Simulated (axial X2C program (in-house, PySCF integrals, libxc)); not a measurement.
**Bond lengths and stretching modes, held linear, of InCO⁺**

Calculated with an axial X2C code built on PySCF integrals: two-component X2C with atomic mean-field Coulomb and Gaunt terms, Gaussian nuclei, basis In dyall-v3z, C dyall-v3z, O dyall-av3z with contracted cores. Spin-free rows use the one-electron spin-free X2C Hamiltonian.

Masses In 114.904, C 12.000, O 15.995 u. States: 2c Ω = 0 (all partner blocks equally filled); spin-free M_S = 0, Λ = 0 (closed shell).

PBE0, 2c: energies above the lowest point

| r(In–C) (Å) | r(C–O) (Å) | E (meV) |
| --- | --- | --- |
| 2.9474 | 1.0891 | 53.24 |
| 2.9474 | 1.1170 | 2.64 |
| 2.9474 | 1.1449 | 54.92 |
| 3.0230 | 1.0891 | 51.71 |
| 3.0230 | 1.1170 | 0.00 |
| 3.0230 | 1.1449 | 51.18 |
| 3.0230 | 1.1728 | 186.91 |
| 3.0986 | 1.0891 | 55.37 |
| 3.0986 | 1.1170 | 2.58 |
| 3.0986 | 1.1449 | 52.71 |
| 3.1742 | 1.1170 | 9.02 |
| 3.1742 | 1.1728 | 191.81 |

Q: Fit a quadratic surface with cubic terms in each bond: where is the minimum, and what are the two stretching wavenumbers?

A: At PBE0, 2c: bonds 3.020 and 1.116 Å; harmonic stretches 105.5 and 2303.1 cm⁻¹; force constants 0.149, 21.3 and coupling -0.08 mdyn/Å.

The other levels and Hamiltonians give:

```tsv
Hamiltonian	level	r(In–C) (Å)	r(C–O) (Å)	lower stretch (cm⁻¹)	upper stretch (cm⁻¹)
2c	B3LYP	3.074	1.118	99.2	2274.9
spin-free	PBE0	3.020	1.116	105.4	2303.2
spin-free	B3LYP	3.074	1.118	99.2	2275.0
```

Each state is one determinant, the lowest of a limited PBE0 search; the stretches come from a fit to these few points and carry an uncertainty of a few per cent. Other orders of the atoms were not compared. Left out for rough or failed fits: HF 2c, MP2 2c, HF spin-free, MP2 spin-free. The molecule was held linear; bending was not examined, so a bent shape may lie lower.
